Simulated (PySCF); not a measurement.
Constitutional and geometric isomers with formula CH4OSi. All species are isolated molecules in the gas phase. One relaxed conformer stands for each flexible species; it need not be the lowest. Strings in code marks are SMILES.

The T1 excitation (TDA) from two functionals at the same geometries (B3LYP-D3(BJ)/def2-TZVP), both in PySCF: PBE-D3(BJ)/def2-TZVP and B3LYP-D3(BJ)/def2-TZVP. B3LYP has the VWN-RPA correlation part, as in Gaussian. Excitations are Tamm–Dancoff values on a coarser integration grid. The basis has no diffuse functions, so Rydberg states are missing or too high.

```csv
species,B3LYP-D3(BJ)/def2-TZVP (eV)
`C1O[SiH2]1`,4.88
`C=[SiH]O` (C–Si–O–H torsion 0°),3.29
`C[SiH]=O`,4.02
`[SiH3]C=O`,2.55
`OC=[SiH2]` (H–O–C–Si torsion 164°),2.13
```

Q: What does PBE-D3(BJ)/def2-TZVP give for each?

A: 
- `C1O[SiH2]1`: 4.58
- `C=[SiH]O` (C–Si–O–H torsion 0°): 3.22
- `C[SiH]=O`: 3.75
- `[SiH3]C=O`: 2.42
- `OC=[SiH2]` (H–O–C–Si torsion 164°): 2.18
Over these rows, drawn at random from the members with no instability flagged (it was tested for open shells, ions and some series alone), PBE minus B3LYP-D3(BJ): mean -0.14 eV, from -0.30 eV to +0.05 eV.
